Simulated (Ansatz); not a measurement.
Cost and result up the ladder for C₁₈H₂₂, a cluster (40 atoms). Total charge 0; singlet. Geometry: PBE-D4/def2-SVP.

| atom | x (Å) | y (Å) | z (Å) |
| --- | --- | --- | --- |
| C1 | 4.294 | 3.776 | 8.040 |
| C2 | 3.738 | 3.252 | 6.756 |
| C3 | 2.617 | 2.483 | 6.650 |
| C4 | 2.016 | 1.954 | 5.441 |
| C5 | 2.376 | 2.240 | 4.144 |
| C6 | 1.796 | 1.700 | 2.945 |
| C7 | 0.805 | 0.742 | 2.845 |
| C8 | 0.278 | 0.265 | 1.612 |
| C9 | -0.709 | -0.699 | 1.512 |
| C10 | -1.287 | -1.230 | 0.315 |
| C11 | -0.985 | -0.884 | -0.991 |
| C12 | -1.604 | -1.464 | -2.134 |
| C13 | -1.311 | -1.127 | -3.442 |
| C14 | -1.930 | -1.713 | -4.587 |
| C15 | -1.633 | -1.372 | -5.887 |
| C16 | -2.211 | -1.922 | -7.097 |
| C17 | -3.146 | -2.908 | -7.198 |
| C18 | -3.701 | -3.431 | -8.482 |
| H19 | 5.339 | 3.427 | 8.203 |
| H20 | 3.687 | 3.464 | 8.913 |
| H21 | 4.346 | 4.888 | 8.036 |
| H22 | 4.296 | 3.515 | 5.838 |
| H23 | 2.100 | 2.216 | 7.591 |
| H24 | 1.175 | 1.258 | 5.603 |
| H25 | 3.190 | 2.969 | 3.986 |
| H26 | 2.195 | 2.100 | 1.996 |
| H27 | 0.385 | 0.302 | 3.767 |
| H28 | 0.700 | 0.704 | 0.690 |
| H29 | -1.098 | -1.110 | 2.460 |
| H30 | -2.062 | -2.005 | 0.454 |
| H31 | -0.218 | -0.112 | -1.180 |
| H32 | -2.372 | -2.239 | -1.954 |
| H33 | -0.544 | -0.352 | -3.623 |
| H34 | -2.694 | -2.488 | -4.393 |
| H35 | -0.868 | -0.589 | -6.034 |
| H36 | -1.839 | -1.483 | -8.041 |
| H37 | -3.535 | -3.374 | -6.273 |
| H38 | -4.807 | -3.317 | -8.523 |
| H39 | -3.508 | -4.521 | -8.595 |
| H40 | -3.269 | -2.913 | -9.362 |

Ansatz on 2 threads of AMD EPYC 7R13 on a shared host and a share (18 GiB) of an NVIDIA H100 80GB HBM3. Times are rough, and most runs start from the orbitals of an earlier one. No level here is sound enough to serve as a yardstick. Binding counts from free atoms at the same level (C triplet, H doublet; other spins of the atoms weren't run), without zero-point energy or a counterpoise term.

Correlated methods freeze 18 core orbitals. Single mean-field runs in def2-TZVP are fitted with def2-universal-jkfit. Another isomer (singlet) lies 4.45 eV lower at PBE0-D4/def2-TZVP; other spin states weren't run for this one.

Correlated methods converge slowly with the basis.

| level | functions | wall time |
| --- | --- | --- |
| PBE0-D4/def2-SVP | 362 | 2.5 s |
| PBE-D4/def2-SVP | 362 | 2.6 s |
| PBE-D4/def2-TZVP (with forces) | 690 | 3.7 s |
| PBE0-D4/def2-TZVP | 690 | 3.7 s |
| r2SCAN-D4/def2-TZVP | 690 | 3.7 s |
| ωB97X-V/def2-TZVP | 690 | 5.5 s |
| MP2/def2-TZVP | 690 | 8 s |

(1) Estimate what each level gives for the binding energy per atom (eV).

Answers

(1) 
```json
{"level": "PBE0-D4/def2-SVP", "binding energy per atom (eV)": "4.78", "remarks": "restricted SCF unstable in HF"}
{"level": "PBE-D4/def2-SVP", "binding energy per atom (eV)": "4.87", "remarks": "restricted SCF unstable in HF"}
{"level": "PBE-D4/def2-TZVP (with forces)", "binding energy per atom (eV)": "4.81", "remarks": "restricted SCF unstable in HF"}
{"level": "PBE0-D4/def2-TZVP", "binding energy per atom (eV)": "4.71", "remarks": "restricted SCF unstable in HF"}
{"level": "r2SCAN-D4/def2-TZVP", "binding energy per atom (eV)": "4.68", "remarks": "restricted SCF unstable in HF"}
{"level": "ωB97X-V/def2-TZVP", "binding energy per atom (eV)": "4.63", "remarks": "restricted SCF unstable in HF"}
{"level": "MP2/def2-TZVP", "binding energy per atom (eV)": "4.58", "remarks": "restricted SCF unstable"}
```
